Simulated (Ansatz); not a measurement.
Relaxation of BFH5NSi (9 atoms, charge 0, multiplicity 1), to a largest force component of 0.015 eV/Å in at most 40 steps.

These are results of RKS B3LYP/def2-SVP in Ansatz 0.2.0, not measurements.

```xyz
9
Properties=species:S:1:pos:R:3:forces:R:3
N -0.656 1.184 -0.762 -2.99 0.82 -1.41
Si 0.145 -0.320 -0.485 0.57 0.16 -1.10
B 0.637 -0.430 1.367 2.88 -2.78 2.98
F 1.452 -1.584 1.858 -2.45 3.34 -1.29
H -0.984 1.226 -1.797 0.73 0.16 2.08
H -1.586 1.212 -0.216 1.77 0.13 -0.92
H 1.376 -0.377 -1.327 0.03 -0.02 -0.07
H -0.704 -1.422 -0.820 -0.65 -1.33 -0.38
H 0.410 0.466 2.165 0.11 -0.47 0.11
```

Q: Where does it end, and by what steps?

A: It converged. After 15 steps the energy has fallen by 0.851 eV; H9 moved furthest, 0.42 Å.

| step | energy less start (eV) | largest force component (eV/Å) | accepted |
| --- | --- | --- | --- |
| 0 | 0.0000 | 3.343 | yes |
| 1 | -0.5175 | 2.916 | yes |
| 2 | -0.7651 | 0.733 | yes |
| 3 | -0.8092 | 0.947 | yes |
| 4 | -0.8347 | 0.379 | yes |
| 5 | -0.8456 | 0.176 | yes |
| 6 | -0.8484 | 0.033 | yes |
| 7 | -0.8496 | 0.035 | yes |
| 8 | -0.8489 | 0.117 | no |
| 9 | -0.8502 | 0.028 | yes |
| 10 | -0.8504 | 0.083 | yes |
| 11 | -0.8506 | 0.056 | yes |
| 12 | -0.8506 | 0.037 | no |
| 13 | -0.8507 | 0.027 | yes |
| 14 | -0.8508 | 0.022 | yes |
| 15 | -0.8508 | 0.011 | yes |

```xyz
9
Properties=species:S:1:pos:R:3
N -0.685 1.124 -0.826
Si 0.116 -0.399 -0.541
B 0.661 -0.442 1.424
F 1.650 -1.227 1.832
H -0.972 1.375 -1.768
H -1.380 1.442 -0.156
H 1.293 -0.484 -1.458
H -0.701 -1.638 -0.813
H 0.105 0.204 2.291
```

Whether the end is a true minimum wasn't checked by a vibrational analysis.

Run time: 70 s on 1 thread of Intel(R) Xeon(R) Processor @ 2.70GHz, on a shared host, peak memory 0.17 GiB.
